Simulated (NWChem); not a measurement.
System: BaO; SMILES [O]=[Ba]

```xyz
2

Ba     0.0000     0.0000    -0.1962
O      0.0000     0.0000     1.7727
```
Atoms are numbered in this order, from 1.

Geometry: optimised at PBE0-D3(BJ)/def2-TZVP. def2 effective core potentials on Ba; no spin-orbit coupling.

**Question.** List the 6 lowest vertical singlet excitations from LRC-wPBEh/def2-SVP with def2 effective core potentials on Ba, TDA (NWChem).

**Answer.** 
```tsv
state	energy (eV)	oscillator strength	leading excitation (squared amplitude)
S1	2.51	0.018	HOMO → LUMO (0.92)
S2	3.38	0.005	HOMO−1 → LUMO (0.86)
S3	3.38	0.005	HOMO−2 → LUMO (0.86)
S4	3.74	0.000	HOMO → LUMO+4 (0.94)
S5	3.74	0.000	HOMO → LUMO+3 (0.94)
S6	3.98	0.000	HOMO → LUMO+2 (0.92)
```
